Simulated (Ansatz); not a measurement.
Z-matrix (Å, degrees):
```
C
C 1 1.491
H 1 1.087 2 110.9
H 1 1.094 2 110.2 3 -120.8
H 1 1.094 2 110.3 3 120.8
C 2 1.357 1 125.9 3 0.3
S 2 1.745 1 116.3 3 -179.7
B 6 1.516 2 125.3 1 -0.0
H 6 1.090 2 115.7 1 180.0
H 7 1.342 2 97.7 1 0.1
H 8 1.197 6 119.7 2 179.9
H 8 1.198 6 122.3 2 -0.1
```

The species carries charge 0 and has multiplicity 1.

**Question.** List the CAM-B3LYP/def2-TZVPP orbital energies in eV (Ansatz 0.2.0). (Estimate.)

**Answer.** The calculation gave: Occupied: -2420.50, -280.74, -279.20, -278.26, -218.53, -185.08, -163.12, -163.02, -162.90, -25.38, -22.14, -21.44, -17.07, -15.36, -14.53, -13.97, -13.88, -12.45, -11.52, -10.69, -10.64, -10.30, -8.17. Lowest empty: -0.84, 1.15, 2.05, 2.33, 2.52, 2.99, 3.32, 3.80.
